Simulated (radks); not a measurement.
Ionisation of neutral rubidium, [Kr] 5s1, to [Kr] as the strength of local exchange is varied. All-electron calculation, Dirac Kohn-Sham, Slater X-alpha exchange (alpha = 2/3 is LDA exchange), no correlation, spin-unpolarised, spherical densities, point nucleus. Program: a radial shooting solver on a logarithmic mesh with Libxc functionals.

| alpha | E(Rb) (hartree) | exchange (hartree) | IE (eV) | -e of the level emptied (eV) | <r> of it (bohr) |
|---|---|---|---|---|---|
| 0.581 | -2962.51588 | -81.41175 | 3.319 | 1.458 (5s1/2) | 5.635 |
| 0.583 | -2962.79614 | -81.69941 | 3.325 | 1.464 (5s1/2) | 5.630 |
| 0.667 | -2974.59000 | -93.82681 | 3.594 | 1.705 (5s1/2) | 5.406 |
| 0.747 | -2985.86391 | -105.45972 | 3.860 | 1.950 (5s1/2) | 5.213 |
| 1.014 | -3023.78430 | -144.86967 | 4.817 | 2.861 (5s1/2) | 4.675 |

NIST Atomic Spectra Database: 4.177 eV (measured). The Delta-SCF value meets it near alpha = 0.84. Spin polarisation and multiplet splitting are left out, so open shells lie too high by an amount that depends on their filling.

Beside tabulated values, note that spin-unpolarised runs miss the spin-polarisation part of the exchange energy of open shells.
